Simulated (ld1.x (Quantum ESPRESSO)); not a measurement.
# Cutoff test, Sb (Z = 51), RRKJ

ld1.x (Quantum ESPRESSO) 7.5 input, shortened:

```
&input
   title='Sb', zed=51., rel=1, dft='PBESOL', iswitch=3,
   config='[Kr] 4d10 5s2 5p2.75'
 /
 &inputp
   pseudotype=2, tm=.false., rho0=0.01, lloc=-1, rcloc=2.80,
   nlcc=.true., rcore=1.90
 /
2
5S  1  0   2.00   0.00  1.90  1.90  0.0
5P  2  1   2.75   0.00  2.50  2.50  0.0
 &test
   configts(1)='5s2 5p2.75'
 /
```

The pseudo-atom Hamiltonian at the reference potential is diagonalised in spherical Bessel functions j_l(qr) that vanish at 20 bohr, with q² up to the cutoff. All-electron valence levels (Ry): 5s -1.0820, 5p -0.4803.

Task: How do the lowest levels (Ry) of each channel move with the cutoff, and are there ghosts?

Result:

| cutoff (Ry) | s #1 | p #1 | p #2 | d #1 | d #2 | f #1 | f #2 | Σ f·Δε (mRy) |
| --- | --- | --- | --- | --- | --- | --- | --- | --- |
| 8 | -1.0291 | -0.4499 | -0.0219 | -0.0251 | 0.0519 | 0.0722 | 0.1859 | 190.7 |
| 12 | -1.0563 | -0.4694 | -0.0234 | -0.0259 | 0.0514 | 0.0722 | 0.1859 | 82.7 |
| 15 | -1.0571 | -0.4775 | -0.0241 | -0.0259 | 0.0514 | 0.0722 | 0.1859 | 59.0 |
| 21 | -1.0619 | -0.4804 | -0.0243 | -0.0259 | 0.0513 | 0.0722 | 0.1859 | 41.2 |
| 30 | -1.0739 | -0.4806 | -0.0244 | -0.0259 | 0.0513 | 0.0722 | 0.1859 | 16.7 |
| 40 | -1.0812 | -0.4806 | -0.0244 | -0.0259 | 0.0513 | 0.0722 | 0.1859 | 2.0 |
| 45 | -1.0819 | -0.4806 | -0.0244 | -0.0259 | 0.0513 | 0.0722 | 0.1859 | 0.7 |
| 55 | -1.0822 | -0.4806 | -0.0244 | -0.0259 | 0.0513 | 0.0722 | 0.1859 | 0.1 |
| 400 | -1.0822 | -0.4806 | -0.0244 | -0.0259 | 0.0513 | 0.0722 | 0.1859 | 0.0 |

Result: no extra level below or beside the all-electron valence levels (s, p, d, f tested); 10 mRy is reached at 35 Ry and 1 mRy at 45 Ry.

Its largest configuration-test error is -500 meV.
